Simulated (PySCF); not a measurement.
# Arsenic: a sound run and one with changed settings

Sound run: As⁺ [Ar] 3d10 4s2 4p2, As²⁺ [Ar] 3d10 4s2 4p1. All numbers are calculated (PySCF 2.14, a scalar-relativistic core potential, in cc-pVDZ-PP with ECP10MDF (4s3p2d, 23 functions)). The sound run starts from symmetry-adapted Hartree-Fock orbitals and uses a fine grid where one is needed.

Changed run: 26 angular points. This setting is unsound on purpose.

```csv
species,method,sound run (hartree),changed run (hartree),converged
As⁺,UHF,-330.85076,-330.85076,yes
As⁺,TPSS,-331.96286,-331.96295,yes
As⁺,B3LYP,-332.09599,-332.09603,yes
As²⁺,UHF,-330.19018,-330.19018,yes
As²⁺,TPSS,-331.28401,-331.28416,yes
As²⁺,B3LYP,-331.41705,-331.41710,yes
```

Ionisation energy of As⁺:

```json
{"method": "UHF", "sound run (eV)": "17.975", "changed run (eV)": "17.975"}
{"method": "TPSS", "sound run (eV)": "18.472", "changed run (eV)": "18.471"}
{"method": "B3LYP", "sound run (eV)": "18.475", "changed run (eV)": "18.474"}
```

A coarse angular grid integrates products of high-l functions wrongly, so density functionals can shift, and the SCF can exploit the error; Hartree-Fock and MP2 need no grid.

For comparison, NIST gives 18.589 eV between the lowest levels.
